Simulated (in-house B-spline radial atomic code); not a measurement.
A fraction x of an electron is removed from 4d in Ru+, starting from [Kr] 4d7 and keeping the highest spin. Method: non-relativistic LDA exchange-only, spin-polarised, spherical fractional occupations, point nucleus. Calculated with a B-spline radial code for spherical atoms.

| x | E(x) - E(0) (eV) | 4d down level (eV) |
| --- | --- | --- |
| 0 | 0.0000 | -10.393 |
| 0.02 | 0.2098 | -10.592 |
| 0.18 | 2.0337 | -12.214 |
| 0.36 | 4.4009 | -14.098 |
| 0.46 | 5.8641 | -15.170 |
| 0.5 | 6.4796 | -15.604 |
| 0.62 | 8.4308 | -16.921 |
| 0.75 | 10.7247 | -18.374 |
| 0.81 | 11.8476 | -19.054 |
| 0.95 | 14.6273 | -20.662 |
| 1 | 15.6749 | -21.243 |

The exact functional would give a straight line between the two integer points. Deviations E(x) - E(0) - x[E(1) - E(0)], in eV: -0.104 at x = 0.02, -0.788 at x = 0.18, -1.242 at x = 0.36, -1.346 at x = 0.46, -1.358 at x = 0.5, -1.288 at x = 0.62, -1.031 at x = 0.75, -0.849 at x = 0.81, -0.264 at x = 0.95.

The curve lies below the straight line by up to 1.358 eV (at x = 0.5): convex, the delocalisation error that favours fractional charges.

Question: How well does Slater's transition state (minus the level at half occupation) give the ionisation energy?

Answer: It gives 15.604 eV against 15.675 eV from the two total energies; NIST lists 16.76 eV, ground level to ground level.
